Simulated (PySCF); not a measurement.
# SMILES C=C(/C=C/[O-])[C@@H]1C[C@@H]1N, [C7H10NO]-, charge -1

Geometry:
```
atom   x (Å)   y (Å)   z (Å)
  C1  -1.053  -1.744  -0.691
  C2  -0.445  -0.537  -0.631
  C3  -1.023   0.653  -1.148
  C4  -0.443   1.906  -1.170
  O5  -0.942   2.971  -1.600
  C6   0.897  -0.442   0.032
  C7   1.173  -1.194   1.310
  C8   1.027   0.295   1.342
  N9  -0.111   0.891   1.992
 H10  -2.018  -1.865  -1.156
 H11  -0.595  -2.641  -0.302
 H12  -2.015   0.560  -1.578
 H13   0.599   1.963  -0.756
 H14   1.730  -0.346  -0.660
 H15   0.368  -1.779   1.730
 H16   2.153  -1.624   1.469
 H17   1.924   0.887   1.508
 H18  -0.322   1.765   1.511
 H19  -0.914   0.290   1.821
```

Total charge -1.

Computed, not measured: TDDFT BHandHLYP/def2-SVPD circular dichroism and optical rotation, one conformer, gas phase (PySCF 2.14.0). Geometry: GFN2-xTB.

The molecule is flexible and this is one conformer; a measurement averages over conformers. For a gas-phase anion, states above the detachment energy (about 1.2 eV, taken as minus the energy of the highest occupied orbital) lie in the continuum and depend on the basis.

Task: Draw the ECD and absorption spectra from the lowest 16 states, each a Gaussian of half-width 0.35 eV at 1/e height.

Result: 
| E (eV) | λ (nm) | Δε (L mol⁻¹ cm⁻¹) | ε (L mol⁻¹ cm⁻¹) |
| --- | --- | --- | --- |
| 3.34 | 371 | +0.28 | 149 |
| 3.49 | 355 | +0.85 | 577 |
| 3.64 | 341 | +1.82 | 1630 |
| 3.79 | 327 | +2.70 | 3410 |
| 3.94 | 315 | +2.50 | 5480 |
| 4.09 | 303 | +0.33 | 7490 |
| 4.24 | 292 | -3.53 | 9640 |
| 4.39 | 282 | -7.16 | 11500 |
| 4.54 | 273 | -8.54 | 11400 |
| 4.69 | 264 | -8.22 | 9530 |
| 4.84 | 256 | -8.69 | 8560 |
| 4.99 | 248 | -10.22 | 10100 |
| 5.14 | 241 | -9.94 | 11900 |
| 5.29 | 234 | -6.28 | 10800 |
| 5.44 | 228 | -1.08 | 7200 |
| 5.59 | 222 | +3.42 | 3840 |
| 5.74 | 216 | +6.42 | 2400 |
| 5.89 | 210 | +7.24 | 2440 |
| 6.04 | 205 | +5.61 | 2920 |
| 6.19 | 200 | +3.38 | 3320 |
| 6.34 | 196 | +2.95 | 3440 |

Δε uses R in velocity form, ε uses f in length form. Only the states computed contribute, so the short-wavelength end is incomplete.
